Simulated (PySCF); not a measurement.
How PBE and PBE0 compare on the dipole moment of molecules with a metal or metalloid centre.

Values in D, from PySCF. Where two bases are given, the first is that of PBE. PBE0 is a level with its own limits.

```
system                              basis   PBE  PBE0  PBE − PBE0
------------------------------  ---------  ----  ----  ----------
Al(H)(Me)(Ph) singlet            def2-SVP  0.79  0.75        0.04
Zn(iPr)(SMe) singlet            def2-TZVP  2.37  2.78       -0.41
C[SiH2]S[SiH3] singlet          def2-TZVP  1.45  1.50       -0.05
Al2(mu-H)2(F)4 singlet          def2-TZVP  0.00  0.00        0.00
In2(mu-Cl)2(F)4 singlet         def2-TZVP  0.00  0.00        0.00
Al2(mu-F)2(Cl)4 singlet         def2-TZVP  0.00  0.00        0.00
trimethylboroxine singlet        def2-SVP  0.08  0.07        0.00
CN(C)[SiH2]C[SiH3] singlet       def2-SVP  1.49  1.46        0.02
B(F)2(I) singlet                def2-TZVP  0.39  0.43       -0.05
Mg(I)(SiH3) singlet             def2-TZVP  1.22  1.27       -0.05
OB(O)[SiH2][SiH](Cl)Cl singlet  def2-TZVP  2.63  2.67       -0.03
hydrogen selenide singlet       def2-TZVP  0.74  0.78       -0.05
Ga2(mu-Cl)2(Cl)4 singlet        def2-TZVP  0.00  0.00        0.00
Ta(F)5 singlet                  def2-TZVP  0.00  0.00        0.00
Zn(Et)(OH) singlet              def2-TZVP  1.82  1.93       -0.10
Si(F)(Cl)(Br)2 singlet          def2-TZVP  0.73  0.78       -0.05
Sn(OMe)4 singlet                 def2-SVP  0.00  0.00        0.00
Be(NMe2)(SiH3) singlet          def2-TZVP  2.19  2.09        0.10
B(Cl)3(OH2) singlet             def2-TZVP  4.52  4.66       -0.14
CB(C)C[SiH2]Cl singlet          def2-TZVP  1.37  1.46       -0.09
Si(OMe)(NH2) singlet            def2-TZVP  2.80  2.83       -0.02
Mg(GeH3)2 singlet               def2-TZVP  0.00  0.00        0.00
Cd(H)(NMe2) singlet             def2-TZVP  0.17  0.32       -0.15
Ge(F)(SH) singlet               def2-TZVP  2.39  2.55       -0.16
```

**Question.** What do these rows say about the size and sign of the difference from PBE0?

**Answer.** The mean difference from PBE0 is -0.05 D (median -0.03) and the mean absolute one 0.06 D (median 0.05); PBE lies above in 4 and below in 20 of 24 cases. It is closest for Al2(mu-F)2(Cl)4 singlet (0.00), Mg(GeH3)2 singlet (0.00), In2(mu-Cl)2(F)4 singlet (0.00) and furthest off for Zn(iPr)(SMe) singlet (-0.41), Ge(F)(SH) singlet (-0.16), Cd(H)(NMe2) singlet (-0.15).
